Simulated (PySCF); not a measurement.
Molecule (SMILES): F[C]Cl (closed-shell singlet).
Geometry (B3LYP-D3(BJ)/def2-TZVP, fixed):
```
C
F 1 1.2975
Cl 1 1.7557 2 106.70
```

Basis-set convergence of the mean static polarisability at PBE with PySCF. All functions are spherical. Density fitting with generated auxiliary sets. No added dispersion term, no relativity. Reference: the value in aug-pcseg-3, 32.07 bohr³, itself unsure by roughly 0.6 % (its mean distance from aug-cc-pV(Q+d)Z, aug-pcseg-2, aug-cc-pV(T+d)Z). Deviations are taken from unrounded values.

| basis | functions | mean static polarisability (bohr³) |
|---|---|---|
| def2-SVP | 46 | 20.44 |
| def2-SVPD | 70 | 31.03 |
| pcseg-1 | 46 | 22.43 |
| aug-pcseg-1 | 73 | 31.80 |
| cc-pV(D+d)Z | 51 | 20.93 |
| aug-cc-pV(D+d)Z | 78 | 30.94 |
| 6-311G** | 62 | 21.77 |
| 6-311+G** | 74 | 26.92 |
| pcseg-2 | 94 | 25.82 |
| aug-pcseg-2 | 142 | 31.89 |
| cc-pV(T+d)Z | 99 | 25.37 |
| aug-cc-pV(T+d)Z | 147 | 31.77 |
| def2-TZVP | 99 | 26.52 |
| def2-TZVPD | 123 | 31.83 |
| def2-TZVPP | 104 | 26.57 |
| def2-TZVPPD | 128 | 31.84 |
| cc-pV(Q+d)Z | 174 | 28.34 |
| aug-cc-pV(Q+d)Z | 249 | 32.01 |
| def2-QZVPP | 184 | 29.07 |
| def2-QZVPPD | 208 | 32.00 |
| pcseg-3 | 184 | 29.39 |
| aug-pcseg-3 | 259 | 32.07 |

What the diffuse functions change, pair by pair:
- def2-SVP to def2-SVPD: 24 more functions, deviation -36.3 to -3.2 %
- pcseg-1 to aug-pcseg-1: 27 more functions, deviation -30.1 to -0.9 %
- cc-pV(D+d)Z to aug-cc-pV(D+d)Z: 27 more functions, deviation -34.8 to -3.5 %
- 6-311G** to 6-311+G**: 12 more functions, deviation -32.1 to -16.1 %
- pcseg-2 to aug-pcseg-2: 48 more functions, deviation -19.5 to -0.6 %
- cc-pV(T+d)Z to aug-cc-pV(T+d)Z: 48 more functions, deviation -20.9 to -0.9 %
- def2-TZVP to def2-TZVPD: 24 more functions, deviation -17.3 to -0.8 %
- def2-TZVPP to def2-TZVPPD: 24 more functions, deviation -17.2 to -0.7 %
- cc-pV(Q+d)Z to aug-cc-pV(Q+d)Z: 75 more functions, deviation -11.6 to -0.2 %
- def2-QZVPP to def2-QZVPPD: 24 more functions, deviation -9.4 to -0.2 %
- pcseg-3 to aug-pcseg-3: 75 more functions, deviation -8.4 to 0.0 %

Leaving out the reference's own pair, they bring the value nearer the reference by more than 0.6 % in 10 of 10 pairs.
